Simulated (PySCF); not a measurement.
Job for PySCF: R-B3LYP/6-31G* on C2H6BCl (SMILES CCBCl), a point of a torsion scan.

```python
from pyscf import gto, scf, dft, mp
from pyscf.data.elements import chemcore

mol = gto.M(
    atom='''
    C    -0.77915432    0.76675960   -0.33241053
    C    -0.38870791   -0.61397335    0.21642121
    B    -1.55502539   -1.66798135    0.36077558
    Cl   -1.32538480   -3.04819004    1.31796717
    H    -0.88823468    1.48233611    0.47854082
    H    -1.71116891    0.72267512   -0.88758728
    H    -0.00800994    1.15306188   -0.99575051
    H     0.18299270   -0.49350969    1.13875686
    H     0.31955393   -1.07224988   -0.48635941
    H    -2.57602129   -1.56111475   -0.20868824
    ''',
    basis='6-31g*',
    cart=True,
    charge=0, spin=0, verbose=3, max_memory=1800)
mf = dft.RKS(mol, xc='b3lyp')
mf.conv_tol = 1e-8
mf.max_cycle = 100
mf.kernel()
if not mf.converged:
    mf = mf.newton().run(mf.mo_coeff, mf.mo_occ)
```

### Question
Give the final energy of this run.

### Answer
-564.9084 hartree.
